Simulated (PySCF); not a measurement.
C2H2N3, SMILES C1=NC=N[N]1 (connectivity only; charge and spin as stated), charge -1, multiplicity 1. Coordinates come from a PBE-D3(BJ)/def2-SVPD optimisation. The multiplicity is an assumed one; other spin states were not compared. The isomer is the one that the SMILES or the coordinates give; other isomers of the formula were not compared.

Level of theory: PySCF with PBE-D3(BJ)/def2-SVPD.

Harmonic wavenumbers (cm⁻¹): 681, 695, 769, 773, 950, 955, 1035, 1139, 1158, 1227, 1254, 1348, 1451, 3087, 3093. Rotational constants (GHz): 10.50, 10.09, 5.147; symmetry number 2.

### Question
Work out the zero-point energy and the ideal-gas rigid-rotor harmonic-oscillator thermochemistry at 298.15 K and 1 atm.

### Answer
ZPE = ½ Σ hcν = ½ × 19615 cm⁻¹ = 28.04 kcal/mol. H − E(el) = 30.80 kcal/mol. Entropy in cal/(mol K): translation 38.57, rotation 22.51, vibration 1.62, total 62.71. G − E(el) = 12.10 kcal/mol. Cp = 13.32 cal/(mol K).
